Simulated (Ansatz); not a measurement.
A run for Ansatz (an electronic-structure program): U-r2SCAN/cc-pV(T+d)Z on AlClH2 (SMILES [AlH2][Cl]), a point of a bond scan (R = 2.746 Å). Files ending in .json are basis or fitting sets from the Basis Set Exchange.

Ansatz 0.2 input:
```yaml
crystal:
  periodic: [false, false, false]
  atoms:
    - {symbol: Al, position_ang: [-0.00485882, -0.35109449, -1.01440583]}
    - {symbol: H, position_ang: [-2.43326615, -0.53274967, -2.28382130]}
    - {symbol: H, position_ang: [1.37623290, -0.72200504, -1.66059972]}
    - {symbol: Cl, position_ang: [0.00467364, 0.33771358, 0.97574480]}
basis:
  gaussian:
    orbitals: cc-pV_T+d_Z.json
hamiltonian:
  xc: {name: r2SCAN}
magnetization: {spin_polarized: true, initial_magnetization: 0}
```

The head of its log:

```
WARN ansatz: RAYON_NUM_THREADS=1 ignored (pool sized by the plan → 1); use --threads N
Functional definition: r2SCAN
integrals: 0.03 GiB planned
723 factors; their error is unknown
mean field: 0.33 GiB planned
mean field evaluation 1: about -19148.5994 eV, gradient 1.3e1 eV
mean field evaluation 2: about -19145.2102 eV, gradient 1.8e1 eV
```

Q: Predict the final total energy.

A: -703.7544 hartree. Its determinant has ⟨S²⟩ = 0.34, a mixture of spin states.
